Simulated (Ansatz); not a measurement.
Program: Ansatz. Geometries: PBE0-D4/def2-TZVP. ΔE: electronic, gas phase. CBS: MP2 limit from def2 TZ/QZ plus the TZ coupled-cluster correction, frozen cores. This one scheme is used for every species.

`C[N]1[SiH2][Al]1[CH3]` + H₂ → `C[N]1[AlH][SiH2]1` + CH₄  (hydrogenolysis of the Al–C bond)

| species | MP2/CBS(def2) energy (Eh) |
| --- | --- |
| `C[N]1[SiH2][Al]1[CH3]` | -666.63626 |
| H₂ | -1.16771 |
| `C[N]1[AlH][SiH2]1` | -627.37413 |
| CH₄ | -40.43551 |

**Question.** Work out ΔE.

**Answer.** ΔE = (-627.37413) + (-40.43551) − (-666.63626) − (-1.16771) = -0.00567 Eh = -14.9 kJ/mol. CCSD(T)/CBS gives -20.4 kJ/mol.

Largest T1 diagnostic among the species: 0.015.

The D4 term adds +5.6 kJ/mol with B3LYP and +3.3 kJ/mol with PBE0; it sums over pairs of atoms, weighted by their polarisabilities, and B3LYP, whose exchange is more repulsive, gets the larger term. From PBE to PBE0 (25 % exact exchange), in def2-TZVPP and without D4, ΔE moves by −3.2 kJ/mol.

B3LYP here is the variant with VWN-RPA as its local correlation; programs differ in this.
